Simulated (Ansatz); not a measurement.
Gas-phase electronic energies from Ansatz, PBE0-D4/def2-TZVP geometries. CCSD(T)/CBS is the MP2 limit (def2-TZVPP, def2-QZVPP) plus CCSD(T) − MP2 in def2-TZVPP, frozen cores. This one scheme is used for every species, atoms too. Functionals use def2-TZVPP. Open shells (•) are unrestricted, without spin–orbit coupling. Elements past krypton have def2 core potentials. For Br, In outer-core shells are correlated without core-valence functions, so the limit isn't a true one: a few kJ/mol of doubt a bond, and 10 to 20 or more in all where bonds break to atoms. Scalar relativity is left out up to krypton.

Consider the hydrogen abstraction from the In–H bond: `[Br][InH2]` + H• → `[Br][InH]`• + H₂.

CCSD(T)/CBS gives -36.2 kcal/mol.

Q: Another level gave -37.3 kcal/mol. Which?
A. CAM-B3LYP-D4/def2-TZVPP
B. r2SCANh-D4/def2-TZVPP
C. PBE-QIDH/def2-TZVPP
D. revPBE/def2-TZVPP

A: A. CAM-B3LYP-D4 -37.3, revPBE -40.3, r2SCANh-D4 -38.4, PBE-QIDH -34.0 kcal/mol.

Q: What do rigid-rotor, harmonic-oscillator terms from PBE0-D4/def2-TZVP frequencies (298.15 K, 1 bar) make of the CCSD(T)/CBS value? (An estimate is asked.)

A: The calculation gave: ΔZPE = +1.6 kcal/mol, ΔH = -34.2 kcal/mol, ΔS = 20 J/(mol·K), ΔG = -35.7 kcal/mol. Open shells count their whole term as degenerate.

Largest T1 diagnostic among the species: 0.015.

From PBE to PBE0 (25 % exact exchange), in def2-TZVPP and without D4, ΔE moves by +2.0 kcal/mol. In def2-TZVPP, CCSD(T) changes the Hartree–Fock value by −5.4 kcal/mol (the triples alone add +0.2 kcal/mol) and MP2 by −2.8 kcal/mol.
